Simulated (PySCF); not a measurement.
Br3In, singlet, geometry from GFN2-xTB (such geometries of metal compounds can be far from the true shape) (core potentials on In). Base run: DF-R2SCAN/def2-TZVP run with PySCF.

PySCF was given this input:
```python
from pyscf import gto, scf, dft

mol = gto.Mole()
mol.atom = '''
    In   -0.000000   -0.000000   -0.000000
    Br   -1.988817   -1.488447   -0.194303
    Br    0.006465    2.223711   -1.124139
    Br    1.982352   -0.735264    1.318441
'''
mol.basis = 'def2-tzvp'
mol.ecp = {'In': 'def2-tzvp'}
mol.charge = 0
mol.spin = 0
mol.verbose = 4
mol.build()

mf = dft.RKS(mol)
mf.xc = 'r2scan'
mf = mf.density_fit(auxbasis='def2-universal-jkfit')
mf.kernel()
mf.analyze()
```

Each row names what was changed in the base input (with any setting that the change needs).

```tsv
change	ΔE vs base (mEh)	grid points	electrons on the grid	outcome
base	0.000	83152	125.99999	converged
grids.prune = off	0.000	158416	125.99999	converged
grids.radi_method = delley	-0.335	83064	125.99999	converged
grids.level = 5	-0.398	181536	126.00000	converged
small_rho_cutoff = 0	0.000	83152	125.99999	converged
grids.atom_grid = (30, 110)	17.292	9768	125.99786	converged
grids.atom_grid = (99, 590)	-0.305	113784	126.00000	converged
grids.atom_grid = (75, 302)	-0.084	52512	126.00002	converged
grids.level = 0	16.586	10152	125.99759	converged
grids.prune = dft.gen_grid.sg1_prune	-	-	-	input refused
grids.level = 7	-0.411	350776	126.00000	converged
```

- grids.prune = dft.gen_grid.sg1_prune: ended with `IndexError: index 49 is out of bounds for axis 0 with size 19`
